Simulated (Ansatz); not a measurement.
`C[Si](F)(F)Cl` + `C#N` → `C[Si](F)(F)C#N` + HCl  (formal exchange of groups at the Si–Cl bond)

Program: Ansatz. Geometries: PBE0-D4/def2-TZVP. ΔE: electronic, gas phase. CCSD(T)/CBS is the MP2 limit (def2-TZVPP, def2-QZVPP) plus CCSD(T) − MP2 in def2-TZVPP, frozen cores. This one scheme is used for every species. Functionals use def2-TZVPP.

`C[Si](F)(F)Cl`:

```xyz
8

C     0.004   -0.119    1.006
Si    0.062    0.049   -0.817
F     1.436    0.678   -1.283
F    -0.050   -1.364   -1.519
Cl   -1.430    1.220   -1.539
H     0.821   -0.757    1.351
H     0.100    0.858    1.483
H    -0.942   -0.565    1.318
```

`C#N`:

```xyz
3

C     0.004   -0.009    0.024
N    -0.186    0.393   -1.032
H     0.182   -0.384    1.009
```

`C[Si](F)(F)C#N`:

Cartesian coordinates in Å:
```
C 0.606 -0.639 -0.903
Si -0.372 0.595 0.024
F 0.283 2.030 -0.029
F -1.847 0.716 -0.529
C -0.521 0.157 1.811
N -0.580 -0.168 2.913
H 1.617 -0.710 -0.494
H 0.138 -1.624 -0.838
H 0.677 -0.356 -1.955
```

HCl:

Z-matrix (Å, degrees):
```
Cl
H 1 1.279
```

```json
{"level": "r2SCAN0", "ΔE (kJ/mol)": "73.8"}
{"level": "CCSD(T)/def2-SVP", "ΔE (kJ/mol)": "64.6"}
{"level": "HF/def2-TZVPP", "ΔE (kJ/mol)": "71.5"}
{"level": "CCSD/CBS(def2)", "ΔE (kJ/mol)": "70.5"}
```

What does CCSD(T)/CBS give? (Estimate.)

Ansatz gave: +70.1 kJ/mol. The listed levels differ from it by 3.7, -5.5, 1.4, 0.4 kJ/mol.

Largest T1 diagnostic among the species: 0.014.

At CCSD(T), def2-SVP lies −5.4 kJ/mol from the extrapolated value and def2-TZVPP −4.2 kJ/mol. From BLYP to BHLYP (50 % exact exchange), in def2-TZVPP and without D4, ΔE moves by +4.9 kJ/mol. Leaving LDA and LC-ωPBE aside and taking each functional with its dispersion term where it has one, the values, not all of them listed here, spread over 6.7 kJ/mol, from BLYP-D4 to r2SCAN0-D4.
